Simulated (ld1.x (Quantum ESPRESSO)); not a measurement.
Before and after: PAW potential for Mn

```json
{
  "Element": "manganese",
  "Generator": "ld1.x (Quantum ESPRESSO) 7.5",
  "Type": "PAW",
  "Functional": "PBE",
  "Relativity": "scalar-relativistic",
  "Frozen core": "[Ar]",
  "Valence charge": "7",
  "Reference configuration": "3d5 4s0 4p0 (charge +2)",
  "Partial waves": "4s (bound, empty): rcut 1.90, rcutus 2.55 bohr; 4s channel at -0.35 Ry: rcut 1.90, rcutus 2.55 bohr; 4p (bound, empty): rcut 1.80, rcutus 2.45 bohr; 4p channel at 0.4 Ry: rcut 1.80, rcutus 2.45 bohr; 3d (bound): rcut 1.10, rcutus 1.50 bohr; 3d channel at -1.25 Ry: rcut 1.10, rcutus 1.50 bohr",
  "Local potential": "all-electron potential smoothed inside 1.80 bohr (lloc = -1)",
  "Core correction": "Bessel-smoothed model core, default radius (core density twice the valence density)",
  "Augmentation charge": "BESSEL, radius 1.20 bohr"
}
```

Change: all radii but the core radius scaled by about 0.88 (s 2.24, p 2.16, d 1.32 bohr, rcut 1.68/1.58/0.96); local potential all-electron potential smoothed inside 1.58 bohr (lloc = -1); augmentation BESSEL, radius 1.06 bohr.

Cutoffs: the cutoffs (Ry, on a coarse ladder) from which the occupation-weighted sum of valence levels, in a spherical-Bessel basis at the reference potential, stays within 10 and 1 mRy of its value at 400 Ry; they do not see the model core or the augmentation charge, which bear on the density cutoff. Errors are all-electron minus pseudo energies relative to the spin-unpolarised reference configuration.

Q: What does the change do?

A: The potential gets harder (45 Ry and 80 Ry → 60 Ry and 100 Ry); of the 7 tests that both files solve, the error grows in 2 and shrinks in 3 by more than 15 % and 0.3 meV (median size 13.0 → 6.8 meV); neither file shows a bound ghost. A smaller radius makes the pseudo-wave follow the all-electron one further in, where it bends more sharply, so more plane waves are needed.

```tsv
quantity	base	changed
cutoff, loose	45 Ry	60 Ry
cutoff, tight	80 Ry	100 Ry
bound ghosts	none	none
error for 3d5 4s2 4p0, meV [ΔE -24.01 eV]	+20	+9.9
error for 3d5 4s1 4p0, meV [ΔE -15.60 eV]	+6.5	+3.7
error for 3d4 4s0 4p0, meV [ΔE 32.52 eV]	-338	-336
error for 3d5 4s0 4p2, meV [ΔE -16.09 eV]	+2.2	+3.8
error for 3d5 4s0 4p1, meV [ΔE -10.86 eV]	+1.2	+1.5
error for 3d5 4s1.5 4p0, meV [ΔE -20.65 eV]	+13	+6.8
error for 3d6 4s0 4p0, meV [ΔE -17.20 eV]	-112	-112
lowest overlap eigenvalue by channel	s 0.35, p 0.57, d 0.96	s 0.40, p 0.64, d 0.88
```
